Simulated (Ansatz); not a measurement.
Start from `C[SiH](O)[SiH3]` and change one atom or group to get `C[Si](C)(O)[SiH3]`.

Ansatz, PBE0-D4/def2-TZVP geometries, multiplicity 1. Each molecule was computed in one conformer, which needn't be the lowest.

```tsv
property	`C[SiH](O)[SiH3]`
LUMO energy (PBE0/def2-TZVPP) / eV	-0.04
HOMO–LUMO gap (PBE0/def2-TZVPP) / eV	7.80
HOMO–LUMO gap (ωB97M-V/def2-TZVPP) / eV	11.50
LUMO energy (B3LYP/def2-TZVPP) / eV	-0.27
HOMO energy (ωB97M-V/def2-TZVPP) / eV	-9.90
LUMO energy (PBE/def2-TZVPP) / eV	-0.90
```

(1) What does the change do to each property? (Estimate.)

Answers

(1) Computed: 
```csv
property,`C[Si](C)(O)[SiH3]`,shift
LUMO energy (PBE0/def2-TZVPP) / eV,0.17,0.21
HOMO–LUMO gap (PBE0/def2-TZVPP) / eV,7.57,-0.23
HOMO–LUMO gap (ωB97M-V/def2-TZVPP) / eV,11.26,-0.24
LUMO energy (B3LYP/def2-TZVPP) / eV,-0.07,0.20
HOMO energy (ωB97M-V/def2-TZVPP) / eV,-9.47,0.43
LUMO energy (PBE/def2-TZVPP) / eV,-0.69,0.21
```

With PBE0 the HOMO rises by 0.44 eV and the LUMO rises by 0.21 eV, so the gap narrows by about 0.23 eV. PBE moves the HOMO by 0.46 eV and ωB97M-V by 0.43 eV.

B3LYP here is the variant with VWN-RPA as its local correlation; programs differ in this.
